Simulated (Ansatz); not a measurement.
```yaml
atoms:
  - { symbol: N, position_ang: [0.0000, 0.0000, 0.4298] }
  - { symbol: F, position_ang: [1.1200, 0.0000, -0.1114] }
  - { symbol: F, position_ang: [-0.5600, 0.9699, -0.1114] }
  - { symbol: F, position_ang: [-0.5600, -0.9699, -0.1114] }
```

Basis set: 6-31G* (spherical functions). Left uncorrelated: 4 orbitals. Charge 0, multiplicity 1.

Computed with Ansatz (development build ahead of 0.2.0); each method stands on the lowest determinant of its kind that the runs found. Restricted open shells among the atoms or ions are ROHF, correlated in semicanonical orbitals with singles.

Task: Give the atomization energy at this shape (free ground-state atoms in the same class of orbitals less the molecule, no zero-point energy) of singlet NF₃ by RHF-MP2, RHF.

Result:

```json
{"method": "RHF-MP2", "atomization energy": "649.6 kJ/mol"}
{"method": "RHF", "atomization energy": "121.5 kJ/mol"}
```

Caution: no unrestricted run beside it, a lower state can exist; the shape is not the minimum.
